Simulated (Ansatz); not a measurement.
F2I2Sn (`[F][Sn]([F])([I])[I]`), relaxed with RKS PBE0-D4/def2-TZVP in the Gaussian-basis code of Ansatz from a PBE-D4/def2-SVP geometry. The force threshold is 0.005 eV/Å; the program also tests the step.

Total charge 0; spin multiplicity 1. Sn, I: def2 effective core potential.

Start:

```xyz
5

F     1.158    0.927   -1.342
Sn    0.005   -0.010   -0.085
F    -0.935   -1.288   -1.213
I     1.525   -1.343    1.672
I    -1.754    1.713    0.968
```

| step | energy (eV) | largest force (eV/Å) | largest move (Å) |
| --- | --- | --- | --- |
| 1 | -27469.9788 | 1.088 | 0.000 |
| 2 | -27470.0547 | 0.324 | 0.075 |
| 3 | -27470.0639 | 0.022 | 0.031 |
| 4 | -27470.0641 | 0.003 | 0.006 |

End:

```xyz
5

F     1.126    0.906   -1.302
Sn    0.006   -0.010   -0.073
F    -0.913   -1.252   -1.176
I     1.512   -1.334    1.626
I    -1.732    1.690    0.925
```

Hardware: 4 threads of an Arm Neoverse V2 on a shared host. Wall time 21 s, peak host memory 0.72 GiB.
